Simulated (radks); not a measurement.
Values are calculated unless marked as measured or tabulated.
Task: Coherent X-ray form factor from a spherical all-electron density. Code: a radial shooting solver on a logarithmic mesh with Libxc functionals. Model: scalar-relativistic Kohn-Sham, PW91, spin-polarised, spherical densities, finite nucleus; Fermi nuclear charge, rms radius of each element as measured or else 0.836 A^(1/3) + 0.57 fm.

sin(theta)/lambda (1/angstrom)  f0 (electrons)
0.05                                    11.841
0.1                                     11.402
0.15                                    10.776
0.2                                     10.070
0.25                                     9.369
0.3                                      8.722
0.4                                      7.610
0.5                                      6.662
0.6                                      5.790
0.8                                      4.254
1                                        3.110
1.25                                     2.224
1.5                                      1.748
2                                        1.334

The species is in the configuration that NIST lists as its ground one. Which atom or ion scatters so?

Result: The phosphorus ion P3+, [Ne] 3s2. Extrapolating in s^2 from the first two rows gives f0(0) = 12.0, near the electron count 12; among species with that count, the fall with angle is slower the higher Z, and the table is that of Z = 15; from so few rows the species is fixed only to a neighbour or two.
